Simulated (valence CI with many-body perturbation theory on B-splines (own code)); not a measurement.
**Rb23+: electric-dipole lines**

Computed by configuration interaction combined with many-body perturbation theory (CI+MBPT): four valence electrons over a frozen Dirac-Fock core [Ne], a basis of 11 s, 11 p, 9 d, 7 f, 5 g, 2 h, 1 i functions for each j, with the one-electron correlation potential Σ1, the two-electron term Σ2, the three-electron term Σ3, Breit, model QED; selected CI, second order for the rest (own B-spline code, finite nucleus).

No measured levels were compared; by estimate levels of excited configurations hold to 0.05 to 0.15 % of their energy, terms of the ground configuration to about 0.5 %.

Lines 1 to 50 of 210 in falling wavelength, among levels below 196.67 eV, chosen from the strongest by gf and those to the six lowest levels. Wavelengths and rates use the calculated energies, so an error of 400 cm⁻¹ moves a line at 34.38 nm by 0.14 % and its rate by three times that or more. Electric multipoles are in the length gauge, E1 and E2 with the static RPA response of the core. Weak lines are less certain than strong ones. Lines between different terms over intervals too small for the method are left out, as are lines whose strength nearly cancels. Where a level lies close to another of its J and parity, the split of strength between their lines is uncertain. The highest levels of a list are the least certain.

Names give the largest LS component (configuration and term), which can be under half, so a name can repeat, a term be missing and a line seem to break the LS rules; names also repeat where a configuration has a term twice. Letters in brackets count levels of one name in rising energy.

| λ vac (nm) | Upper | Lower | A (s⁻¹) | S (a.u.) |
| --- | --- | --- | --- | --- |
| 34.38 | 3s.3p3 5S°_2 | 3s2.3p2 1D_2 | 1.48e+07 | 1.49e-03 |
| 30.50 | 3s.3p3 3D°_1 | 3s2.3p2 1S_0 | 2.48e+07 | 1.04e-03 |
| 27.43 | 3p4 3P_2 | 3s.3p3 3S°_1 | 1.07e+09 | 5.45e-02 |
| 25.37 | 3s.3p3 5S°_2 | 3s2.3p2 3P_2 | 2.66e+08 | 1.07e-02 |
| 25.02 | 3s.3p3 3D°_1 | 3s2.3p2 1D_2 | 2.86e+08 | 6.63e-03 |
| 24.69 | 3s.3p2.3d 5F_5 | 3s2.3p.3d 3F°_4 | 5.24e+08 | 4.28e-02 |
| 24.25 | 3s.3p3 3D°_2 | 3s2.3p2 1D_2 | 6.50e+07 | 2.29e-03 |
| 24.15 | 3s.3p2.3d 1G_4 | 3s2.3p.3d 1F°_3 | 5.95e+08 | 3.72e-02 |
| 23.70 | 3s.3p3 5S°_2 | 3s2.3p2 3P_1 | 3.74e+08 | 1.23e-02 |
| 23.10 | 3p4 3P_0 | 3s.3p3 3S°_1 | 4.46e+09 | 2.71e-02 |
| 22.57 | 3s.3p3 3D°_3 | 3s2.3p2 1D_2 | 1.25e+09 | 4.95e-02 |
| 22.41 | 3s.3p3 3P°_1 | 3s2.3p2 1S_0 | 3.60e+08 | 5.99e-03 |
| 21.51 | 3s.3p2.3d 5D_2 [a] | 3s2.3p.3d 3F°_2 | 1.66e+09 | 4.07e-02 |
| 21.12 | 3p4 3P_2 | 3s.3p3 1D°_2 | 2.03e+09 | 4.71e-02 |
| 20.08 | 3s.3p2.3d 3P_0 [a] | 3s.3p3 1P°_1 | 5.66e+09 | 2.26e-02 |
| 19.88 | 3s.3p3 3D°_1 | 3s2.3p2 3P_2 | 7.35e+08 | 8.55e-03 |
| 19.64 | 3s.3p2.3d 3D_3 [b] | 3s2.3p.3d 3P°_2 [b] | 8.48e+08 | 2.22e-02 |
| 19.46 | 3s.3p3 1D°_2 | 3s2.3p2 1D_2 | 7.15e+08 | 1.30e-02 |
| 19.39 | 3s.3p3 3D°_2 | 3s2.3p2 3P_2 | 1.29e+08 | 2.32e-03 |
| 19.30 | 3s.3p3 3P°_1 | 3s2.3p2 1D_2 | 2.95e+05 | 3.14e-06 |
| 19.27 | 3s.3p2.3d 5D_2 [b] | 3s.3p3 3P°_2 | 2.72e+09 | 4.80e-02 |
| 18.84 | 3s.3p3 3D°_1 | 3s2.3p2 3P_1 | 4.10e+06 | 4.06e-05 |
| 18.83 | 3s.3p2.3d 3D_2 [b] | 3s2.3p.3d 3P°_1 | 1.53e+09 | 2.52e-02 |
| 18.81 | 3s.3p2.3d 3D_3 [b] | 3s2.3p.3d 3D°_3 | 1.43e+09 | 3.29e-02 |
| 18.40 | 3s.3p3 3D°_2 | 3s2.3p2 3P_1 | 4.65e+09 | 7.15e-02 |
| 18.37 | 3p4 3P_2 | 3s.3p3 3D°_3 | 9.24e+09 | 1.41e-01 |
| 18.30 | 3s.3p3 3D°_3 | 3s2.3p2 3P_2 | 2.52e+09 | 5.34e-02 |
| 18.14 | 3s.3p3 3S°_1 | 3s2.3p2 1S_0 | 1.31e+09 | 1.16e-02 |
| 17.97 | 3s.3p2.3d 3D_2 [c] | 3s2.3p.3d 3P°_1 | 2.01e+09 | 2.88e-02 |
| 17.56 | 3s.3p2.3d 1G_4 | 3s2.3p.3d 3F°_4 | 2.77e+09 | 6.65e-02 |
| 17.51 | 3s.3p2.3d 3D_3 [a] | 3s2.3p.3d 3P°_2 [a] | 1.29e+09 | 2.39e-02 |
| 17.48 | 3s.3p2.3d 5D_2 [a] | 3s.3p3 1D°_2 | 2.69e+09 | 3.55e-02 |
| 17.39 | 3p4 3P_2 | 3s.3p3 3D°_2 | 3.48e+09 | 4.52e-02 |
| 17.35 | 3s.3p2.3d 3F_4 [b] | 3s2.3p.3d 3D°_3 | 1.80e+09 | 4.18e-02 |
| 17.16 | 3s.3p3 3P°_2 | 3s2.3p2 1D_2 | 3.79e+09 | 4.72e-02 |
| 17.14 | 3s.3p2.3d 3G_5 | 3s2.3p.3d 3F°_4 | 1.68e+10 | 4.61e-01 |
| 17.03 | 3s.3p2.3d 3F_3 [c] | 3s2.3p.3d 3D°_2 | 4.37e+09 | 7.46e-02 |
| 17.01 | 3s.3p2.3d 5D_2 [b] | 3s.3p3 1D°_2 | 3.60e+09 | 4.37e-02 |
| 16.98 | 3s.3p2.3d 3F_3 [b] | 3s2.3p.3d 3P°_2 [a] | 4.46e+09 | 7.54e-02 |
| 16.67 | 3s.3p2.3d 3F_2 [b] | 3s2.3p.3d 3F°_3 | 1.96e+09 | 2.25e-02 |
| 16.47 | 3s.3p2.3d 3D_3 [b] | 3s2.3p.3d 3F°_4 | 1.59e+09 | 2.45e-02 |
| 16.39 | 3s.3p2.3d 3P_0 [a] | 3s.3p3 3S°_1 | 1.02e+10 | 2.21e-02 |
| 16.38 | 3s.3p3 3D°_1 | 3s2.3p2 3P_0 | 8.69e+09 | 5.65e-02 |
| 16.31 | 3s.3p2.3d 3P_2 | 3s.3p3 3P°_2 | 3.68e+09 | 3.94e-02 |
| 16.26 | 3s.3p2.3d 3P_1 [b] | 3s.3p3 3S°_1 | 3.79e+09 | 2.41e-02 |
| 16.20 | 3s.3p3 1D°_2 | 3s2.3p2 3P_2 | 1.05e+10 | 1.10e-01 |
| 16.16 | 3s.3p2.3d 3D_3 [b] | 3s2.3p.3d 3P°_2 [a] | 3.13e+09 | 4.57e-02 |
| 16.10 | 3s2.3p.3d 3F°_2 | 3s2.3p2 1D_2 | 5.87e+09 | 6.04e-02 |
| 16.09 | 3s.3p3 3P°_1 | 3s2.3p2 3P_2 | 6.36e+08 | 3.92e-03 |
| 16.05 | 3s.3p3 3S°_1 | 3s2.3p2 1D_2 | 4.80e+08 | 2.94e-03 |
